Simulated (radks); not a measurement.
Values are calculated unless marked as measured or tabulated.
Problem. The mean radii <r> (bohr) of the occupied orbitals of an atom or ion are listed with their occupations. Code: a radial shooting solver on a logarithmic mesh with Libxc functionals. Model: scalar-relativistic Kohn-Sham, PBE, spin-unpolarised, spherical densities, point nucleus.

| orbital | occ. | <r> |
|---|---|---|
| 1s | 2 | 0.05409 |
| 2s | 2 | 0.2449 |
| 2p | 6 | 0.2153 |
| 3s | 2 | 0.7354 |
| 3p | 6 | 0.7692 |
| 3d | 7 | 0.8967 |
| 6f | 1 | 15.16 |

Name the element and its charge.

Solution. Z = 28, nickel, charge +2: Ni2+ in [Ar] 3d7 6f1. The 1s radius gives Z: for a bare nucleus <r> = (2 gamma + 1)/(2Z) with gamma = sqrt(1 - (Z/c)^2), 0.05282 bohr for Z = 28, and screening makes it slightly larger (0.05409 here). The occupations add up to 26, and the charge is Z minus that.
